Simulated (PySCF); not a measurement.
C4H7FO, SMILES C[C@@]1(F)CCO1.

Geometry: r2SCAN-D4/def2-SVP. The structure was generated by enumeration; whether it is a known compound was not checked.

Two levels are set side by side: PBE/def2-TZVP (PySCF) and B3LYP/def2-TZVP (PySCF). Same geometry, gas phase. Differences are taken from unrounded values.

```
quantity                     B3LYP
---------------------------  -----
orbital gap (eV)              8.71
highest occupied level (eV)  -7.83
lowest empty level (eV)       0.88
dipole moment (D)             2.59
mean polarisability (bohr³)   50.7
```

Task: What does PBE give, and how far is it from B3LYP? (An estimate is asked for; the answer gives what the named calculation found.)

Result: 
| quantity | PBE | PBE minus B3LYP |
|---|---|---|
| orbital gap (eV) | 6.86 | -1.84 |
| highest occupied level (eV) | -6.44 | 1.38 |
| lowest empty level (eV) | 0.42 | -0.46 |
| dipole moment (D) | 2.41 | -0.18 |
| mean polarisability (bohr³) | 52.3 | 1.5 |

PBE's occupied levels lie high since its potential decays too fast outside the molecule; exact exchange lowers them and widens the gap. Differences between two approximate levels are no errors against the true value.

Rough cost on one machine, each run with all the roots and properties that it gave: B3LYP against PBE within a factor of 2.
